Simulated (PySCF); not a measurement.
Bi(F)(TeH)2 (BiFH2Te2), SMILES [F][Bi]([TeH])[TeH].

Geometry: PBE-D3(BJ)/def2-SVP. The structure was generated by enumeration; whether it is a known compound was not checked. The def2 effective core potentials stand for the cores of Bi, Te; spin–orbit coupling is left out.

The numbers are results of TDA-PBE/def2-SVPD (PySCF), not measurements.

Vertical excitations. 

Task: List the lowest excited states. (An estimate is asked for; the answer gives what the named calculation found.)

Result: 
| state | energy (eV) | λ (nm) | f | main pairs |
|---|---|---|---|---|
| S1 | 2.64 | 469 | 0.003 | HOMO→LUMO 94 % |
| S2 | 2.91 | 427 | 0.004 | HOMO−1→LUMO 52 %, HOMO→LUMO+1 40 % |
| S3 | 3.02 | 410 | 0.003 | HOMO→LUMO+1 53 %, HOMO−1→LUMO 42 % |
| S4 | 3.25 | 381 | 0.001 | HOMO−1→LUMO+1 84 % |
| S5 | 3.40 | 364 | 0.022 | HOMO→LUMO+2 78 %, HOMO−1→LUMO+1 12 % |
| S6 | 3.67 | 338 | 0.004 | HOMO−1→LUMO+2 82 %, HOMO−2→LUMO 13 % |
| S7 | 4.16 | 298 | 0.021 | HOMO−3→LUMO 32 %, HOMO−2→LUMO 31 %, HOMO−2→LUMO+1 14 %, HOMO−3→LUMO+1 9 % |
| S8 | 4.20 | 295 | 0.018 | HOMO−2→LUMO+1 29 %, HOMO−2→LUMO 29 %, HOMO−3→LUMO 17 %, HOMO−3→LUMO+1 16 % |
| S9 | 4.21 | 295 | 0.001 | HOMO→LUMO+3 84 % |
| S10 | 4.43 | 280 | 0.004 | HOMO−1→LUMO+3 46 %, HOMO→LUMO+4 43 % |
| T1 | 2.39 | 518 | 0 | HOMO→LUMO 99 % |
| T2 | 2.65 | 469 | 0 | HOMO−1→LUMO 71 %, HOMO→LUMO+1 28 % |
| T3 | 2.77 | 448 | 0 | HOMO→LUMO+1 70 %, HOMO−1→LUMO 28 % |
| T4 | 3.01 | 412 | 0 | HOMO−1→LUMO+1 70 %, HOMO→LUMO+2 29 % |
Triplets are in the Tamm–Dancoff approximation.
